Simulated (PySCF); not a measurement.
CH5F2NOSi. Atoms are numbered in the order given.

```xyz
11

C     -2.3764    -0.0330    -0.0168
N     -1.1270     0.7048     0.0574
Si     0.4168     0.0080     0.0099
O      0.5464    -1.1349    -1.1581
F      1.4577     1.2263    -0.1668
F      0.8797    -0.7610     1.3469
H     -2.8477    -0.1963     0.9699
H     -2.1875    -1.0234    -0.4588
H     -3.1100     0.4784    -0.6635
H     -1.2145     1.6579     0.3980
H      0.2633    -0.8729    -2.0414
```
Charge 0, spin multiplicity 1.

The structure is a stationary point at r2SCAN-D4/def2-SVP. This is a generated structure with no PubChem entry under its InChIKey; it may be hypothetical. The values are those of a single conformer.

Computed with PBE0/pcSseg-1 (PySCF).

GIAO shieldings, no solvent; atoms listed in one row are averaged. δ = σ(ref) − σ: ¹³C against TMS (σ = 186.3 ppm); ¹⁵N against NH3 (σ = 267.4 ppm); ²⁹Si against TMS (σ = 352.7 ppm); ¹⁷O against H2O (σ = 334.2 ppm); ¹⁹F against CFCl3 (σ = 167.2 ppm); ¹H against TMS (σ = 31.56 ppm), references at their B3LYP-D3(BJ)/def2-TZVP geometries, non-relativistic.

| nucleus | atoms | count | δ (ppm) |
|---|---|---|---|
| ¹³C | C1 | 1 | 31.2 |
| ¹⁵N | N2 | 1 | 27.0 |
| ²⁹Si | Si3 | 1 | -66.9 |
| ¹⁷O | O4 | 1 | 41.5 |
| ¹⁹F | F5 | 1 | -162.4 |
| ¹⁹F | F6 | 1 | -164.8 |
| ¹H | H7, H8, H9 | 3 | 2.92 |
| ¹H | H11 | 1 | 1.88 |
| ¹H | H10 | 1 | 0.86 |
